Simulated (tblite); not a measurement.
Species: C₄H₉FO₃Si.
Atom-mapped SMILES: `[CH3:1][O:2][Si@H:3]([OH:4])[CH2:5][O:6]/[CH:7]=[CH:8]\[F:9]` (hydrogens: H10, H11, H12 on C1; H13 on Si3; H14 on O4; H15, H16 on C5; H17 on C7; H18 on C8)

Cartesian coordinates in Å at the GFN2-xTB level; atoms count from 1:
```xyz
18
C4H9FO3Si angstrom
C     -3.4064    0.9769    0.3527
O     -2.0139    0.9515    0.2036
Si    -1.1136   -0.2466   -0.3917
O     -1.4824   -1.6250    0.3925
C      0.6865    0.2597   -0.0600
O      1.4442   -0.9139   -0.3675
C      2.7851   -0.8544   -0.2726
C      3.6082    0.1194    0.0956
F      3.2380    1.3620    0.4846
H     -3.6729    1.9116    0.8458
H     -3.8964    0.9259   -0.6214
H     -3.7407    0.1320    0.9561
H     -1.3341   -0.4551   -1.8249
H     -0.8936   -2.3737    0.3509
H      1.0120    1.0848   -0.6946
H      0.8630    0.5534    0.9777
H      3.2298   -1.7987   -0.5567
H      4.6784   -0.0034    0.1179
```

Calculated harmonic vibrations of the isolated species, GFN2-xTB (tblite), most abundant isotopes, no scaling. The method is semi-empirical: single wavenumbers can be off by several per cent or more. Modes of hydrogen on silicon can be 10 to 20 % off. One conformer, not necessarily the lowest.

Harmonic wavenumbers (cm⁻¹): 30.8, 52.6, 63.5, 93.3, 94.8, 126.0, 152.6, 174.0, 238.6, 283.8, 298.3, 323.4, 361.1, 446.3, 684.9, 705.5, 730.7, 737.9, 772.5, 800.9, 815.9, 844.5, 846.0, 910.6, 956.5, 1004.8, 1121.0, 1129.4, 1135.9, 1159.1, 1186.1, 1254.8, 1292.3, 1308.4, 1409.1, 1473.8, 1476.5, 1485.2, 1738.9, 2237.0, 2945.6, 2961.9, 2976.8, 2979.8, 2994.5, 3070.6, 3108.2, 3679.4.

A = 3023, B = 593.3, C = 515.9 MHz; mass 152.030 u (most abundant isotopes); point group C1, symmetry number 1.

Q: Zero-point energy?

A: ½Σν̃ = 28337 cm⁻¹ = 81.02 kcal/mol.

Q: Give the ideal-gas entropy at 298.15 K and 1 bar in the rigid-rotor, harmonic-oscillator model (classical rotation).

A: Translation 40.99, rotation 30.23, vibration 40.88: S = 112.1 cal/(mol K).

Q: And Cp and H(298.15 K) − H(0)?

A: Cp = 42.89 cal/(mol K), of which vibrations give 34.94 (their classical limit is 48 R = 95.4); H(298.15 K) − H(0) = 8.27 kcal/mol without the zero-point energy, 5.90 from vibrations.

Q: How do the functions run with temperature in this model?

A: 
| T (K) | S (cal/(mol K)) | Cp (cal/(mol K)) | H − H(0) (kcal/mol) | G − H(0) (kcal/mol) | ln q(vib) |
| --- | --- | --- | --- | --- | --- |
| 50 | 63.2 | 17.0 | 0.59 | -2.57 | 1.14 |
| 100 | 77.3 | 23.9 | 1.63 | -6.10 | 3.23 |
| 373.15 | 122.5 | 49.7 | 11.75 | -33.95 | 13.05 |
| 500 | 138.4 | 59.4 | 18.69 | -50.52 | 16.94 |
| 750 | 165.2 | 72.4 | 35.30 | -88.59 | 23.91 |
| 1000 | 187.2 | 80.7 | 54.51 | -132.72 | 30.11 |

q(vib) and H(0) count from the zero-point level.

Q: Which modes carry the vibrational entropy at 298.15 K?

A: 30.8 cm⁻¹: 5.78; 52.6 cm⁻¹: 4.72; 63.5 cm⁻¹: 4.35; 93.3 cm⁻¹: 3.59; 94.8 cm⁻¹: 3.56; 126.0 cm⁻¹: 3.01 cal/(mol K); the other 42 give 15.88 together.

Q: Blend soft modes into free rotors: weight 1/[1 + (100 cm⁻¹/ν̃)⁴] for the oscillator and the rest for a rotor with moment μB/(μ + B), μ = h/(8π²ν), B = 10⁻⁴⁴ kg m². What vibrational entropy results?

A: 36.24 cal/(mol K) in place of 40.88, which changes −T·S at 298.15 K by +1.38 kcal/mol.

Q: What must be added to the electronic energy to get the Gibbs energy at 298.15 K and 1 bar?

A: ZPE + [H(298.15 K) − H(0)] − T·S = 81.02 + 8.27 − 33.42 = 55.87 kcal/mol.

Hindered rotation and anharmonicity are outside this model. Other conformers, if any are populated, would add a mixing term that is left out. The structure is chiral; the term R ln 2 for an equal mix with its mirror image is left out.
